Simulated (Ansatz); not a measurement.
CH$_{5}$FO$_{2}$Si$_{2}$ from Hartree–Fock to CCSD(T)

Z-matrix (Å, degrees):
```
C
Si 1 1.853
H 1 1.093 2 110.6
H 1 1.093 2 110.8 3 -120.0
H 1 1.094 2 111.0 3 120.0
O 2 1.665 1 107.6 3 178.1
O 2 1.637 1 113.2 3 -60.1
H 2 1.478 1 112.6 3 59.7
Si 6 1.625 2 141.2 1 93.6
H 7 0.960 2 117.3 1 -69.1
F 9 1.631 6 101.2 2 -4.5
```

Total charge 0; spin multiplicity 1. The bonds changed during the relaxation, so this is another structure than the one it started from. All single points use the PBE0-D4/def2-TZVP geometry. It is one conformer, not always the lowest. Frozen core, restricted reference, Ansatz 0.2.0. CBS rows extrapolate triple and quadruple zeta; past MP2 they add the triple-zeta difference.

```
     basis     HF (Eh)  MP2 corr.  CCSD corr.    (T)  CCSD(T) total
  def2-SVP  -867.58649   -0.86750    -0.91235      ?              ?
def2-TZVPP  -868.17633          ?    -1.14958      ?              ?
def2-QZVPP  -868.20930          ?           –      –              –
 CBS(def2)  -868.21384   -1.27569    -1.31005  as TZ     -869.56508
```

Problem. Fill in the withheld values. (Best estimate.)

Solution. Computed: def2-SVP (T): -0.02093; def2-SVP CCSD(T) total: -868.51977; def2-TZVPP MP2 corr.: -1.11523; def2-TZVPP (T): -0.04119; def2-TZVPP CCSD(T) total: -869.36710; def2-QZVPP MP2 corr.: -1.20741.
